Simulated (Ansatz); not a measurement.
Molecule: sum formula AlBrCl2, net charge 0, singlet state. 
Geometry from a B3LYP-D3(BJ)/def2-TZVP (Ansatz, a program for electronic structure) optimisation:
SMILES: [Cl][Al]([Cl])[Br]
```xyz
4

Cl    -1.4259     1.9076    -0.0725
Al    -0.5191     0.0386    -0.0169
Cl    -1.6937    -1.6756    -0.0290
Br     1.7080    -0.1270     0.0555
```

Wanted: vertical ionisation energy (to the doublet state of charge +1; each state is the SCF solution reached for its spin), in eV. Valence correlation only, unless marked. Open shells are spin-unrestricted. Spin-orbit coupling is left out. The frozen core is the preceding noble-gas configuration, with the filled d and f shells of earlier blocks. Non-relativistic. CBS marks a two-point X^-3 extrapolation of the correlation energy; Hartree-Fock from the larger set.

```
level                                 program  vertical ionisation energy (eV)
------------------------------------  -------  -------------------------------
PBE/def2-TZVPD                         Ansatz                              [?]
B3LYP/def2-TZVPD                       Ansatz                              [?]
BHLYP/def2-TZVPD                       Ansatz                            11.30
CCSD(T)/CBS(def2-TZVPPD,def2-QZVPPD)   Ansatz                            11.60
```

### Question
What belongs in the gaps?

### Answer

- PBE/def2-TZVPD, vertical ionisation energy (eV): 10.53
- B3LYP/def2-TZVPD, vertical ionisation energy (eV): 10.94
